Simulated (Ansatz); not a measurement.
Process, species as SMILES: COB(Cl)Cl [dichloro(methoxy)borane] + 4 [H][H] (H2) -> B (BH3) + C (CH4) + 2 Cl (HCl) + O (H2O)
Geometries: B3LYP-D3(BJ)/def2-TZVP minima from Ansatz (a first-principles code), one conformer each, not searched for the lowest.

Wanted: energy of full hydrogenation (electronic energy difference), in kJ/mol. Valence correlation only, unless marked. Spin-orbit coupling is left out. Non-relativistic. CBS(X,Y): correlation extrapolated as X^-3; Hartree-Fock from the larger set. [CCSD(T)-MP2]/basis is that difference in the basis named.

```
level                                                                             program  energy of full hydrogenation (kJ/mol)
-------------------------------------------------------------------------  --------------  -------------------------------------
PBE/def2-TZVPD                                                                     Ansatz                                  152.2
r2SCAN/def2-TZVPD                                                                  Ansatz                                  170.0
PBE0/def2-TZVPD                                                                    Ansatz                                  137.7
CAM-B3LYP-D3(BJ)/def2-TZVPD                                                Ansatz + dftd3                                  141.3
B2PLYP/def2-TZVPD                                                                  Ansatz                                  145.7
PBE-QIDH/def2-TZVPD                                                                Ansatz                             (withheld)
RI-MP2/CBS(aug-cc-pV(T+d)Z,aug-cc-pV(Q+d)Z)+[CCSD(T)-MP2]/aug-cc-pV(T+d)Z          Ansatz                             (withheld)
```

Some entries are withheld; supply them.


- PBE-QIDH/def2-TZVPD, energy of full hydrogenation (kJ/mol): 150.8
- RI-MP2/CBS(aug-cc-pV(T+d)Z,aug-cc-pV(Q+d)Z)+[CCSD(T)-MP2]/aug-cc-pV(T+d)Z, energy of full hydrogenation (kJ/mol): 142.4
